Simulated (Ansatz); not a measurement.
FeI2, relaxed as a singlet with RKS PBE-D4/def2-TZVP in Ansatz, starting from the GFN1-xTB geometry. Force threshold 0.02 eV/Å.

In the def2 sets I takes a core potential; there is no spin–orbit coupling. An occupied level of the charge 0 singlet lies above an empty one (by up to 0.46 eV), so this SCF solution is probably not the lowest. This restricted singlet of an open-shell metal (gap down to -0.46 eV) wasn't tested against broken symmetry. In the singlet, I2 and I3 lie 3.09 Å apart (atoms count from 1), so these atoms are partly bonded to each other. The relaxation made no stability test and no search for a lower SCF solution. No other spin state of charge 0 was run. Another isomer (triplet) lies 5.10 eV lower at PBE0-D4/def2-TZVP; other spin states weren't run for this one.

Start:

```xyz
3

Fe    0.030    0.086   -2.207
I    -0.673    0.647    0.061
I     0.644   -0.732    2.145
```

Task: Estimate the energy that the relaxation releases and the steps that it takes.

Result: 0.21 eV, in 5 steps; 15 s on 4 threads of Intel Xeon Platinum 8175M on a shared host. No frequencies were taken in this run, so the end may be a saddle point.

Task: Does the start keep its bonding and symmetry?

Result: By distances, no bond broke or formed. The bond that changes most is I2–I3, from 2.82 to 3.09 Å (atoms count from 1). Point group Cs at the start, Cs at the end, both within 0.05 Å.

Task: Predict the relaxed structure.

Result: 
```xyz
3

Fe    0.0132    0.1000   -2.1763
I    -0.7122    0.6908   -0.0688
I     0.6991   -0.7908    2.2451
```
Bond lengths: 1 × Fe–I 2.31 Å; 1 × I–I 3.09 Å.
